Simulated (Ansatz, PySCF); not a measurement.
System: BaCl₂, net charge 0, singlet state. 
Structure (B3LYP-D3(BJ)/def2-TZVP (Ansatz, a quantum-chemistry and plane-wave program) minimum search):
```
Ba
Cl 1 2.7413
Cl 1 2.7413 2 127.36
```

Dipole moments at this geometry, in debye (magnitudes).

| level | program | dipole (D) |
|---|---|---|
| HF/def2-TZVPD | PySCF | 7.90 |
| PBE/def2-TZVPD | Ansatz | 6.98 |
| BP86/def2-TZVPD | PySCF | 7.04 |
| TPSS/def2-TZVPD | PySCF | 7.16 |
| M06-L/def2-TZVPD | PySCF | 7.35 |
| r2SCAN/def2-TZVPD | Ansatz | 7.24 |
| B97M-V/def2-TZVPD | Ansatz | ___ |
| B3LYP/def2-TZVPD | Ansatz | 7.23 |
| BHLYP/def2-TZVPD | Ansatz | 7.49 |
| TPSSh/def2-TZVPD | PySCF | 7.26 |
| r2SCANh/def2-TZVPD | Ansatz | 7.30 |
| wB97M-V/def2-TZVPD | Ansatz | 7.42 |
| wB97X-V/def2-TZVPD | Ansatz | 7.50 |
| CCSD(T)/def2-SVPD | Ansatz | ___ |

Fill in the missing entries.


- B97M-V/def2-TZVPD, dipole (D): 7.36
- CCSD(T)/def2-SVPD, dipole (D): 7.76
